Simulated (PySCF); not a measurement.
Compound: C₅H₆NO (doublet state).
Structure used (GFN2-xTB), in Å, numbered top down from 1:
```xyz
13
C5H6NO angstrom
C      2.310   -0.349    0.169
N      1.566    0.569   -0.310
C      0.226    0.452   -0.396
C     -0.595    1.417   -0.907
O     -1.886    1.059   -0.881
C     -1.988   -0.166   -0.353
C     -0.662   -0.712    0.023
H      3.371   -0.164    0.200
H      1.959   -1.310    0.551
H     -0.355    2.381   -1.308
H     -2.962   -0.596   -0.253
H     -0.410   -1.641   -0.510
H     -0.579   -0.938    1.097
```

The hyperfine couplings belong to this conformer and change with its torsions.

The species is `C=NC1=CO[CH]C1` [radical].

Theory: UKS B3LYP, pcH-1 on C H N O, non-relativistic, mean-field spin-orbit, GIAO (PySCF 2.14.0). One conformer (not necessarily the lowest) at the GFN2-xTB geometry, without solvent, vibrations or thermal averaging. Couplings are sensitive to structure, and on GFN2-xTB geometries they can be far from those on DFT ones. No stability test was run, so a lower SCF solution isn't excluded.

Principal values of hyperfine tensors in MHz (contact and dipolar terms together), for some of the nuclei:

```tsv
atom	isotope	A1	A2	A3	alike by the symmetry of this geometry
H12	1H	146.25	147.77	157.99	H13
C6	13C	7.07	9.13	229.87	none
H11	1H	-97.35	-62.13	-27.13	none
C7	13C	-41.09	-39.65	-37.96	none
O5	17O	-46.78	7.23	9.19	none
C1	13C	0.42	1.60	24.91	none
C4	13C	-18.45	-5.38	-2.58	none
H8	1H	-11.45	-7.37	-2.28	none
```

Give the isotropic coupling of each nucleus in MHz and in mT (g = 2.0028), and the anisotropic part.

a_iso = (A1 + A2 + A3)/3, Ti = Ai − a_iso; 1 mT corresponds to 28.032 MHz.

```
atom  a_iso (MHz)  a_iso (mT)      T1      T2      T3
 H12       150.67       5.375   -4.42   -2.89    7.32
  C6        82.02       2.926  -74.95  -72.89  147.85
 H11       -62.20      -2.219  -35.15    0.08   35.07
  C7       -39.57      -1.412   -1.52   -0.09    1.61
  O5       -10.12      -0.361  -36.66   17.35   19.31
  C1         8.98       0.320   -8.56   -7.37   15.93
  C4        -8.80      -0.314   -9.65    3.42    6.22
  H8        -7.04      -0.251   -4.42   -0.34    4.76
```

What spin density at the nucleus of H11 lies behind its contact coupling (g_N = 5.58569)?

a_FC = (2μ0/3) gₑ μB g_N μN ρ(0)/(2S·h) = 800.24 MHz × g_N × ρ(0)/(2S), with ρ in bohr⁻³. With a_FC = -62.20 MHz and 2S = 1, ρ(0) = -0.01392 bohr⁻³. In magnitude that is 4.4 % of the 1/π = 0.318 of a free hydrogen atom.

C3 (13C, g_N = 1.40482) isn't in the table. Its spin density at the nucleus is 0.01155 bohr⁻³. What is its contact coupling?

By the same relation, a_FC = 12.99 MHz. Its full tensor has the principal values 3.15, 6.09, 29.72 MHz.

Which nucleus of the table has the largest anisotropic coupling, and what is its form?

C6: -75.0, -72.9, 147.8 MHz, axial, in the ratio −1:−1:+2, the form that spin in one p orbital centred on that nucleus gives.

What first-order splitting does H11 cause when the field lies along A1, A2 or A3 of its tensor (g taken as isotropic, no quadrupole term)?

2 lines (I = 1/2), spaced by |A_i|/(g × 13.996): 3.47, 2.22, 0.97 mT along the axes of A1, A2 and A3.
